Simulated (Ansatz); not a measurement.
Ligand exchange: GaH2(CH3) + BH(CH3)I → GaH2I + BH(CH3)2

Gas-phase species: GaH2(CH3), singlet; BH(CH3)I, singlet; GaH2I `[GaH2][I]`, singlet; BH(CH3)2, singlet. The partners trade CH3 for I: Ga–CH3 and B–I bonds give way to Ga–I and B–CH3.

Shapes, held fixed at every level: PBE0-D4/def2-TZVP. Programs: Ansatz 0.2.0. Electronic energies: no zero-point or thermal term.

| level | kind | ΔE (kJ/mol) | less CCSD(T)/def2-TZVPP |
| --- | --- | --- | --- |
| HF/def2-TZVPP | Hartree–Fock | -102.6 | -27.0 |
| PBE-D4/def2-TZVPP | GGA | -78.3 | -2.7 |
| r2SCAN-D4/def2-TZVPP | meta-GGA | -83.8 | -8.2 |
| r2SCAN0-D4/def2-TZVPP | global hybrid | -87.4 | -11.8 |
| wB97M-V/def2-TZVPP | range-separated hybrid | -84.1 | -8.5 |
| MP2/def2-SVP | perturbation theory | -84.8 | -9.2 |
| CCSD/def2-SVP | coupled cluster or CI | -88.7 | -13.1 |
| CCSD(T)/def2-TZVPP | coupled cluster or CI | -75.6 | 0.0 |

The highest level, CCSD(T)/def2-TZVPP, gives ΔE = -75.6 kJ/mol; the levels span -102.6 to -75.6. The column of differences is taken from that level and isn't an error. No measured value is set beside it here. For atoms past krypton def2 sets carry core potentials with scalar relativity. Relativity is left out for Ga. Outer-core shells of Ga, I are correlated, in sets that cover them unevenly.
